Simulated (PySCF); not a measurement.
# Structure elucidation problem

An unknown has the formula CH8F3NSi3. Its calculated NMR data are:

¹H NMR (400 MHz, computed): δ 3.64 (s, 6H), 0.06 (br s, 2H).

¹³C{¹H} NMR (computed): δ 142.9 (C).

Rapidly exchanging positions averaged, in vacuum, single conformer, relativity neglected. Shieldings: GIAO PBE0/pcSseg-1; GFN2-xTB structure; PySCF 2.14.0 with density-fitted response routines.

Shifts are taken against calculated references (same method and geometry level): ¹H (σref 31.72) and ¹³C (σref 186.93) against TMS.

What is the structure?

## Answers


The formula gives 0 degrees of unsaturation. Carbon types of the structure: 1 × C, leaving 8 H on heteroatoms. δC 142.9: CF3 carbon; 3 electronegative neighbours deshield it. δH 3.64: hydrogen on a silicon bonded to Si. δH 0.06: hydrogen on a nitrogen bonded to Si; exchangeable, gas-phase position.

These data were computed for `InChI=1S/CH8F3NSi3/c2-1(3,4)8(5,6)7/h5H2,6-7H3`.

The shifts were computed for this structure.

The OH or NH signal is concentration- and solvent-dependent in practice; the value given is the gas-phase one. Splittings by ¹⁹F in the carbon and heteronuclear signals aren't shown, as no couplings were computed. Shifts are as computed. Against solution values, carbons near 30 ppm lie about +3 ppm off and those near 130 ppm about +5 ppm (rms about the fit 2.1 ppm; single classes can miss by 10 ppm). Of 1328 compounds with measured shifts, 309 miss one by over three times the rms of a fit or turn the order of signals round; such compounds aren't used in these exercises. Signals without a measured value on file couldn't be tested in this way; 1H shifts scatter by 0.2 ppm about their fit, and single ones miss by 0.5 ppm.
